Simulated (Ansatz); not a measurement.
Consider the redistribution: `F[SiH2]OP` + `[OH][GeH2][F]` → `[SiH3]OP` + `[OH][GeH]([F])[F]`.

Calculated with Ansatz (gas phase, PBE0-D4/def2-TZVP geometries, no zero-point term in ΔE). CCSD(T)/CBS is the MP2 limit (def2-TZVPP, def2-QZVPP) plus CCSD(T) − MP2 in def2-TZVPP, frozen cores. For Ge outer-core shells are correlated without core-valence functions, which leaves a few kJ/mol of doubt a bond. Scalar relativity is left out up to krypton. One conformer a species, not always the lowest.

`F[SiH2]OP`:

Cartesian coordinates in Å:
```
F -2.117 -0.217 0.777
Si -0.877 0.761 0.568
O 0.465 -0.112 0.258
P 0.978 -0.783 -1.163
H -1.204 1.641 -0.575
H -0.643 1.479 1.835
H 2.376 -0.623 -0.952
H 1.021 -2.145 -0.749
```

`[OH][GeH2][F]`:

Cartesian coordinates in Å:
```
O 1.138 -0.420 -0.652
Ge -0.173 0.212 0.339
F -1.329 0.952 -0.727
H 0.874 -1.150 -1.218
H -0.945 -0.905 1.054
H 0.436 1.311 1.204
```

`[SiH3]OP`:

Z-matrix (Å, degrees):
```
Si
O 1 1.650
H 1 1.481 2 106.6
H 1 1.486 2 110.4 3 119.2
H 1 1.486 2 110.3 3 -120.1
P 2 1.645 1 128.7 3 159.1
H 6 1.424 2 98.0 1 -145.8
H 6 1.426 2 98.9 1 121.1
```

`[OH][GeH]([F])[F]`:

Z-matrix (Å, degrees):
```
Ge
F 1 1.720
F 1 1.720 2 103.5
O 1 1.742 2 109.3 3 -116.4
H 1 1.516 2 111.5 3 120.0
H 4 0.961 1 114.0 2 56.4
```

```csv
species,CCSD(T)/CBS(def2) energy (Eh)
`F[SiH2]OP`,-807.49610
`[OH][GeH2][F]`,-2252.93819
`[SiH3]OP`,-708.22479
`[OH][GeH]([F])[F]`,-2352.17909
```

Task: Work out ΔE.

Result: ΔE = (-708.22479) + (-2352.17909) − (-807.49610) − (-2252.93819) = 0.03041 Eh = +0.83 eV.

Task: What do rigid-rotor, harmonic-oscillator terms from PBE0-D4/def2-TZVP frequencies (298.15 K, 1 bar) make of the CCSD(T)/CBS value? (Best estimate.)

Result: Computed: ΔZPE = -0.03 eV, ΔH = +0.81 eV, ΔS = 14 J/(mol·K), ΔG = +0.77 eV. Modes under 50 cm⁻¹ make the entropy rough.

Largest T1 diagnostic among the species: 0.013.

From BLYP to BHLYP (50 % exact exchange), in def2-TZVPP and without D4, ΔE moves by +0.04 eV. Leaving LDA and LC-ωPBE aside and taking each functional with its dispersion term where it has one, the values, not all of them listed here, spread over 0.10 eV, from revPBE-D4 to BHLYP-D4. LDA lies +0.05 eV from PBE without D4. At CCSD(T), def2-SVP lies −0.22 eV from the extrapolated value and def2-TZVPP −0.05 eV.
